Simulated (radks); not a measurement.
Question: Species: a nucleus of charge 57.2 with 55 electrons. Configuration: [Xe] 5d1. Calculated with a radial shooting solver on a logarithmic mesh with Libxc functionals: Dirac Kohn-Sham, LDA (Slater exchange, Perdew-Wang correlation), spin-unpolarised, spherical densities, finite nucleus; open shells fill j = l - 1/2 first; Fermi nuclear charge, rms radius 4.855 fm. Some entries of the table are withheld. Estimate them.

| orbital | occ. | eigenvalue (eV) | <r> (bohr) | <1/r> (bohr^-1) |
|---|---|---|---|---|
| 1s1/2 | 2 | -38991.86 | 0.02499 | 62.22 |
| 2s1/2 | 2 | -6227.058 | 0.1066 | 14.64 |
| 2p1/2 | 2 | -5878.037 | (1) | 14.63 |
| 2p3/2 | 4 | -5458.940 | (2) | 13.30 |
| 3s1/2 | 2 | -1346.534 | 0.2839 | 5.272 |
| 3p1/2 | 2 | -1198.861 | 0.2736 | 5.189 |
| 3p3/2 | 4 | -1117.092 | 0.2857 | 4.855 |
| 3d3/2 | 4 | -857.3811 | 0.2566 | (3) |
| 3d5/2 | 6 | -839.8551 | 0.2604 | (4) |
| 4s1/2 | 2 | -284.8434 | 0.6507 | 2.188 |
| 4p1/2 | 2 | -230.3683 | 0.6705 | 2.085 |
| 4p3/2 | 4 | -212.7692 | 0.6978 | 1.974 |
| 4d3/2 | 4 | -123.2162 | 0.7562 | 1.757 |
| 4d5/2 | 6 | -120.1505 | 0.7659 | 1.730 |
| 5s1/2 | 2 | -54.7015 | 1.534 | 0.8694 |
| 5p1/2 | 2 | -39.5831 | (5) | 0.7717 |
| 5p3/2 | 4 | -36.8761 | (6) | 0.7332 |
| 5d3/2 | 1 | (7) | 2.484 | 0.5180 |
| 5d5/2 | 0 | (8) | 2.516 | 0.5104 |

Answer: 
(1) 2p1/2 <r> (bohr): 0.08954
(2) 2p3/2 <r> (bohr): 0.09566
(3) 3d3/2 <1/r> (bohr^-1): 4.721
(4) 3d5/2 <1/r> (bohr^-1): 4.636
(5) 5p1/2 <r> (bohr): 1.711
(6) 5p3/2 <r> (bohr): 1.787
(7) 5d3/2 eigenvalue (eV): -16.9934
(8) 5d5/2 eigenvalue (eV): -16.7250
